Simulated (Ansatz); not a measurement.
Consider the isomerisation: `N=C[CH2][GeH3]` → `C[C](=N)[GeH3]`.

Computed with Ansatz on PBE0-D4/def2-TZVP structures; ΔE is electronic, products minus reactants. CBS: MP2 limit from def2 TZ/QZ plus the TZ coupled-cluster correction, frozen cores. DFT in def2-TZVPP. B3LYP here is the variant with VWN-RPA as its local correlation; programs differ in this. For Ge outer-core shells are correlated without core-valence functions, which leaves a few kJ/mol of doubt a bond. Scalar relativity is left out up to krypton. Each species was taken in one conformer, which may not be the lowest.

| level | ΔE (kcal/mol) |
| --- | --- |
| B3LYP-D4 | 0.7 |
| ωB97M-V | 1.1 |
| B3LYP | 0.9 |
| HF/def2-TZVPP | 2.1 |
| CCSD/def2-TZVPP | 1.6 |
| HF/def2-QZVPP | 2.1 |
| SCS-MP2/def2-QZVPP | 1.5 |
| MP2/CBS(def2) | 1.5 |

Problem. What does CCSD(T)/CBS give? (An estimate is asked.)

Solution. The calculation gave: +1.2 kcal/mol. The listed levels differ from it by -0.5, -0.1, -0.3, 0.9, 0.4, 0.9, 0.3, 0.3 kcal/mol.

Largest T1 diagnostic among the species: 0.012.

CCSD(T)/CBS has its own doubt, a few kJ/mol and more with outer-core shells, so smaller differences from it don't rank the levels.
